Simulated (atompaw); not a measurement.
Pseudopotential generation for Sc: PAW (atompaw), PBE, scalar-relativistic.

Sc, PAW, made with atompaw 4.2.0.5 (PBE, scalar-relativistic). Core [Ne], reference 3s2 3p6 3d1 4s2 4p0. Waves: 3s (bound): rc 1.70 bohr; 4s (bound): rc 2.95 bohr; 3p (bound): rc 1.60 bohr; 4p (bound, empty): rc 2.95 bohr; 3d (bound): rc 2.95 bohr; 3d channel at 0.15 Ry: rc 2.95 bohr. Local part: troulliermartins scheme with l = 3 at 0 Ry, radius 2.30 bohr. Core correction: smooth core density matched at 2.10 bohr. Augmentation charge: besselshape compensation charge, radius 2.40 bohr; PAW radius 2.95 bohr; waves and projectors: custom rrkj gramschmidtortho.

All-electron outer shells of the reference configuration (PBE, scalar-relativistic, ld1.x):

```
shell  level (eV)  outermost node (bohr)  outermost maximum (bohr)
   2s     -474.33                   0.10                      0.28
   2p     -388.26                      –                      0.23
   3s      -55.04                   0.42                      0.92
   3p      -33.63                   0.39                      0.97
   4s       -4.18                   1.33                      3.14
   3d       -3.23                      –                      1.10
   4p       -1.47                   1.49                      4.03
```

Problem. Does the generator finish with these settings?

Solution. Yes, a potential is produced.

Problem. Estimate the cutoffs (Ry, on a coarse ladder) from which the occupation-weighted sum of valence levels, in a spherical-Bessel basis at the reference potential, stays within 10 and 1 mRy of its value at 400 Ry.

Solution. 30 Ry and 55 Ry.

Problem. Does the potential have ghost states?

Solution. No extra level below or beside the all-electron valence levels (s, p, d, f tested).

Problem. Is the overlap operator S = 1 + Σ q|β⟩⟨β| positive definite (Bessel basis up to 400 Ry)?

Solution. Yes: its lowest eigenvalue is 0.39 (d channel).

Problem. Which valence shell sets the plane-wave cutoff?

Solution. 3p: its level needs 35 Ry to come within 1 mRy, against 21 Ry for 3s.
